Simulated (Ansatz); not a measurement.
CH$_{7}$GeNO, SMILES `[CH3][GeH]([NH2])[OH]`, 11 atoms. Total charge 0; spin multiplicity 1. Correlated methods include outer-core shells of Ge, which these sets cover unevenly. Scalar relativity is left out up to krypton. All runs use 4 threads of an INTEL XEON PLATINUM 8581C on a shared host. Correlated methods freeze the cores.

**Question.** Give the basis size and wall time and peak host memory of each of these runs in Ansatz. RHF-CCSD(T)/def2-TZVPP energy; RKS r2SCANh-D4/def2-TZVPP energy; RKS PBE-D4/def2-TZVPP energy and forces; RKS ωB97M-V/def2-QZVPP energy; RKS PBE-QIDH (frozen core)/def2-TZVPP energy; RKS PBE0-D4/def2-SVP energy; RKS PBE0-D4/def2-TZVP frequencies; direct RPA on PBE orbitals/def2-TZVPP energy; RKS PBE0-D4/def2-TZVP relaxation (9 steps); RHF-CCSD(T)/def2-SVP energy; RKS PBE0-D4/def2-QZVPP energy; RHF-MP2/def2-QZVPP energy. (Estimate.)

**Answer.** Computed: Other jobs shared the machine, so times are rough.

```tsv
level	job	functions	wall time	peak host memory (GiB)
RKS PBE0-D4/def2-SVP	energy	109	0.9 s	0.43
RKS PBE-D4/def2-TZVPP	energy and forces	239	1.4 s	0.31
RKS r2SCANh-D4/def2-TZVPP	energy	239	2.8 s	0.62
direct RPA on PBE orbitals/def2-TZVPP	energy	239	3.3 s	0.61
RKS PBE-QIDH (frozen core)/def2-TZVPP	energy	239	3.5 s	0.61
RHF-CCSD(T)/def2-SVP	energy	109	4.3 s	0.56
RKS PBE0-D4/def2-QZVPP	energy	470	5.5 s	1.7
RKS ωB97M-V/def2-QZVPP	energy	470	11 s	2
RHF-MP2/def2-QZVPP	energy	470	16 s	2.8
RKS PBE0-D4/def2-TZVP	relaxation (9 steps)	183	20 s	0.48
RHF-CCSD(T)/def2-TZVPP	energy	239	74 s	4.8
RKS PBE0-D4/def2-TZVP	frequencies	183	95 s	0.48
```
